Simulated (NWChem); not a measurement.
Molecule: C3H5ClSi; SMILES [SiH3]C=C=CCl

Computed with NWChem. Medium grid unless said otherwise, to which SCAN and Minnesota functionals are sensitive. Coordinates come from a PBE0/def2-SVP optimisation. Hybrids' shares of exact exchange are those that their runs print; pure functionals count as 0. The functionals differ in more than this share.

```
row               share of exact exchange  highest occupied level (eV)
----------------  -----------------------  ---------------------------
PBE/def2-TZVP                        0.00                        -6.04
B3LYP/def2-TZVP                      0.20                     withheld
PBE0/def2-TZVP                       0.25                        -7.20
M06-2X/def2-TZVP                     0.54                        -8.34
```

**Question.** Fit a straight line of the last column on the one before it, predict the withheld value, and compare with the run.

**Answer.** 
1. Means of the 3 shown rows: x = 0.263, y = -7.193. Slope Σ(x − x̄)(y − ȳ)/Σ(x − x̄)² = -0.6209/0.1461 = -4.251; intercept -6.074.
2. The shown rows scatter about the line by 0.045 (root mean square); the largest residual is -0.06, at PBE0/def2-TZVP.
3. At x = 0.20 (B3LYP/def2-TZVP; inside the shown range) the line gives -6.92.
4. The run gives -6.98, -0.06 from the line, 1.3 times the scatter.
